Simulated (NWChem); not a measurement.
## Correlation energy of HBF

```
B
F 1 1.3010
H 1 1.2176 2 121.41
```
Charge 0, spin multiplicity 2.

All runs are NWChem calculations. All single points use one geometry, from UPBE0/def2-SVP, a minimum by its harmonic frequencies.

Basis set: cc-pVTZ. Each correlation energy counts from its own Hartree-Fock reference.

The correlated methods keep 2 core orbitals frozen. The structure started from a generated list of species. The unpaired electrons of the parent sit in orbitals of symmetry a' (Cs labels of the run); other states weren't searched. The stability of the SCF solutions was not checked. Open-shell Hartree-Fock references start from PBE0 orbitals. Coupled-cluster values serve here as a point of comparison, not as the truth.

```
method           correlation energy (mHa)
---------------  ------------------------
URI-MP2                            -327.7
UMP2                               -327.7
SCS-UMP2                                ?
CCSD on ROHF                            ?
CCSD[T] on ROHF                         ?
CCSD(T) on ROHF                         ?
```

Problem. What belongs in the gaps?

Solution. 
- SCS-UMP2, correlation energy (mHa): -323.0
- CCSD on ROHF, correlation energy (mHa): -339.4
- CCSD[T] on ROHF, correlation energy (mHa): -350.6
- CCSD(T) on ROHF, correlation energy (mHa): -349.7
